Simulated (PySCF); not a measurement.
C2H3BrClIn, SMILES [CH]([In]([Cl])[Br])=C.

Coordinates come from a B3LYP-D3(BJ)/def2-SVP optimisation. The structure was generated by enumeration; whether it is a known compound was not checked. The def2 effective core potentials stand for the cores of In; spin–orbit coupling is left out. The values are those of a single conformer.

Calculation: HF/def2-TZVP (PySCF).

Symmetry labels are those of the subgroup Cs that the program uses (full group Cs).

Computed valence orbital energies around the gap with their symmetry:
| orbital | symmetry | energy (eV) |
|---|---|---|
| HOMO−7 | A' | -14.77 |
| HOMO−6 | A' | -12.66 |
| HOMO−5 | A' | -12.51 |
| HOMO−4 | A" | -12.42 |
| HOMO−3 | A' | -11.45 |
| HOMO−2 | A" | -11.44 |
| HOMO−1 | A' | -11.12 |
| HOMO | A" | -11.06 |
| LUMO | A" | 0.78 |
| LUMO+1 | A' | 1.40 |
| LUMO+2 | A' | 2.47 |
| LUMO+3 | A' | 2.83 |
